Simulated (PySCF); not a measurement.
Compound: BBr3.
Geometry (PBE0-D3(BJ)/def2-SVP, Å), atoms numbered from 1 in this order:
```
atom  x, y, z in Å
Br1    1.8364   -0.3587   -0.2525
B2    -0.0419   -0.0814   -0.2699
Br3   -0.7514    1.5652   -0.8952
Br4   -1.2101   -1.4507    0.3351
```

Method used: PySCF, PBE0-D3(BJ)/def2-SVP geometry optimisation, gas phase.

Take the most abundant isotopes and a rigid rotor. 

(1) Give the principal moments of inertia and the rotational constants in MHz.

(2) What kind of rotor is it?

(3) Is it planar, by Δ = Ic − Ia − Ib?

## Answers

(1) Ia = 426.60, Ib = 427.05, Ic = 853.65 u·Å²; 505379 MHz·u·Å²/I gives A = 1185, B = 1183, C = 592.0 MHz.

(2) An oblate symmetric top, as the point group D3h requires two equal moments; the computed ones differ by 0.11 % because the geometry is symmetric only within the optimiser's tolerance; Ray's κ = 0.996.

(3) Planar: Δ = Ic − Ia − Ib = 0.00 u·Å². For a rigid frame Δ = −2 Σ m c², so it vanishes when all atoms lie in the ab plane; here none is more than 0.01 Å from it.

The point group D3h allows no dipole (computed: 0.00 D), so a rigid rotor has no electric-dipole lines.

**Question.** Estimate the classical rotational partition function at 10 K, 25 K and 100 K.

**Answer.** Point group D3h, symmetry number σ = 6; q = (√π/σ)·√((kT/h)³/(ABC)), k/h = 20836.6 MHz/K: 975 at 10 K, 3860 at 25 K, 30800 at 100 K.

No frequency check. Constants of a rigid frame at the computed geometry: no zero-point averaging, no centrifugal distortion.
